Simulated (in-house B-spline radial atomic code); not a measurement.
Ge³⁺. Computed with a B-spline radial atomic code. Model: all-electron spherical atom, spin shells full or empty, radial basis limit, no spin-orbit coupling, Breit or QED, empty-state partial waves extrapolated as (l+1/2)^-4, RPA, G0W0 and static COHSEX of the highest shell as one setting changes (uncorrelated shells keep exact exchange).

In a row where one electron alone is correlated, RPA and GW hold only self-correlation.

Given: element Ge; charge 3; filled core Ar; hamiltonian one-electron scalar X2C; mean-field start PBE; highest l of empty states 9; nuclear rms radius 4.0742 fm; highest mean-field shell 4s up.

Shell: 3d 5 5, 4s 1 0 (electrons up and down).

| lowest nl shells left uncorrelated | RPA correlation energy (hartree) | G0W0 level (eV) | G0W0 minus most complete (meV) | COHSEX level (eV) |
| --- | --- | --- | --- | --- |
| 0 | -2.2182 | -46.697 | 0 | -48.387 |
| 1 | -2.067 | -46.697 | 0.5 | -48.386 |
| 2 | ? | ? | ? | ? |
| 3 | -1.3992 | -46.687 | 10.2 | -48.369 |
| 4 | -1.2139 | -46.8 | -102.7 | -48.582 |
| 5 | ? | ? | ? | ? |
| 6 | -0.023296 | -45.867 | 830.5 | -47.148 |

(1) What follows for lowest nl shells left uncorrelated = 5?

(2) What follows for lowest nl shells left uncorrelated = 2?

## Answers

(1) RPA correlation energy -0.68806 hartree; G0W0 level -46.75 eV; G0W0 minus most complete -52.6 meV; COHSEX level -48.519 eV.

(2) RPA correlation energy -1.8897 hartree; G0W0 level -46.704 eV; G0W0 minus most complete -6.6 meV; COHSEX level -48.402 eV.
